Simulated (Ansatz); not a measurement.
Gas-phase electronic energies from Ansatz, PBE0-D4/def2-TZVP geometries. CBS: MP2 limit from def2 TZ/QZ plus the TZ coupled-cluster correction, frozen cores. This one scheme is used for every species. DFT in def2-TZVPP. For Br outer-core shells are correlated without core-valence functions, which leaves a few kJ/mol of doubt a bond. Scalar relativity is left out up to krypton. Each species was taken in one conformer, which may not be the lowest.

`C#C[SiH2]CO` + HBr → `OC[SiH2]Br` + `C#C`  (ligand exchange at the Si–C bond)

```csv
species,r2SCANh-D4 energy (Eh)
`C#C[SiH2]CO`,-482.51040
HBr,-2574.74087
`OC[SiH2]Br`,-2979.97046
`C#C`,-77.30303
```

Q: Work out ΔE.

A: ΔE = (-2979.97046) + (-77.30303) − (-482.51040) − (-2574.74087) = -0.02222 Eh = -0.60 eV. CCSD(T)/CBS gives -0.63 eV.

Q: What do rigid-rotor, harmonic-oscillator terms from PBE0-D4/def2-TZVP frequencies (298.15 K, 1 bar) make of the CCSD(T)/CBS value? (Best estimate.)

A: Ansatz gave: ΔZPE = +0.08 eV, ΔH = -0.56 eV, ΔS = -6 J/(mol·K), ΔG = -0.54 eV.

Largest T1 diagnostic among the species: 0.013.

In def2-TZVPP, CCSD(T) changes the Hartree–Fock value by +0.10 eV (the triples alone add +0.02 eV) and MP2 by +0.07 eV. Leaving LDA and LC-ωPBE aside and taking each functional with its dispersion term where it has one, the values, not all of them listed here, spread over 0.08 eV, from BHLYP-D4 to BLYP-D4.
